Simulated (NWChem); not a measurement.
Species: SiF₃, doublet; SMILES F[Si](F)F

All runs: NWChem. Spin-unrestricted. In the optimisation the excess spin sits in a (C3, its own frame). Geometry: optimised at PBE0/def2-SVP, spin-unrestricted. No stability test was run on the SCF state. Total energies compare along this basis series because the functional is fixed.

```json
[
 {"level": "TPSS/pcseg-1", "basis functions": "60", "energy (Ha)": "-589.1082", "highest occupied level (eV)": "-6.88", "lowest empty minus highest occupied level, either spin (eV)": "2.20", "dipole (D)": "1.44", "<S²>": "0.751"},
 {"level": "TPSS/aug-pcseg-1", "basis functions": "96", "energy (Ha)": "-589.1295", "highest occupied level (eV)": "?", "lowest empty minus highest occupied level, either spin (eV)": "2.16", "dipole (D)": "1.18", "<S²>": "0.751"},
 {"level": "TPSS/pcseg-2", "basis functions": "124", "energy (Ha)": "-589.3486", "highest occupied level (eV)": "-6.88", "lowest empty minus highest occupied level, either spin (eV)": "2.22", "dipole (D)": "1.32", "<S²>": "0.751"},
 {"level": "TPSS/def2-SVP", "basis functions": "60", "energy (Ha)": "-588.8467", "highest occupied level (eV)": "-6.57", "lowest empty minus highest occupied level, either spin (eV)": "2.18", "dipole (D)": "1.20", "<S²>": "0.751"}
]
```

Question: Fill in the missing entries.

Answer: 
- TPSS/aug-pcseg-1, highest occupied level (eV): -6.98
